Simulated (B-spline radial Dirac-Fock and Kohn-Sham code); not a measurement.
**Mn²⁰⁺: photoemission with 6000 eV photons**

System: the Mn²⁰⁺ ion, configuration 1s2 2s2 2p1.

Input of the calculation (task.json; shells as n, l, electrons):

```json
{"items": [{
  "Z": 25,
  "q": 20,
  "cfg": [[1, 0, 2], [2, 0, 2], [2, 1, 1]],
  "A": 55,
  "rrms": 3.7057,
  "do": ["binding", "quiet", "photo"],
  "hv": [49.1, 60, 104.0, 300, 400, 774.0, 3540.0, 5414.7, 6000, 12000, 17479.3, 23900.0, 34900.0, 37800.0, 40000, 176000.0]
}]}
```

Command: `python xray_run.py task.json out`

The computed values come from a radial B-spline solver: independent-particle photoionisation in a Dirac-Hartree-Slater potential with a Latter tail, all multipoles, thresholds from Dirac-Fock ΔSCF. The asymmetry parameter β is from the dipole term alone. Kinetic energies are from the vacuum level. Open shells are spread statistically over j, without multiplet splitting.

| subshell | electrons | binding (eV) | kinetic (eV) | σ (kb) | β |
| --- | --- | --- | --- | --- | --- |
| L1 (2s) | 2 | 1689.1 | 4310.9 | 3.86 | 2.00 |
| L2 (2p1/2) | 0.33 | 1645.4 | 4354.6 | 0.198 | 0.96 |
| L3 (2p3/2) | 0.67 | 1632.4 | 4367.6 | 0.373 | 0.96 |

Branching ratios of the spin-orbit partners (statistical value in brackets): 2p 1.88 (2.00).
